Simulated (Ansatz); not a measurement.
A run for Ansatz (a first-principles code): R-B3LYP/def2-TZVPP on BH3S (SMILES BS), atoms moved off the minimum.

Ansatz 0.2 input:
```yaml
crystal:
  periodic: [false, false, false]
  atoms:
    - {symbol: B, position_ang: [-0.82178934, -0.93483086, 0.04072430]}
    - {symbol: H, position_ang: [-0.34653392, -1.96302781, 0.51952582]}
    - {symbol: H, position_ang: [-1.86800090, -0.78532445, -0.10670823]}
    - {symbol: S, position_ang: [0.51388545, 0.37115528, 0.00730015]}
    - {symbol: H, position_ang: [-0.33583130, 1.37352659, -0.50592178]}
basis:
  gaussian:
    orbitals: def2-TZVPP
hamiltonian:
  xc: {name: B3LYP}
scf: {lower_state_search: off}
output: {forces: true}
```

**Question.** Predict the final total energy.

**Answer.** -424.8862 hartree.
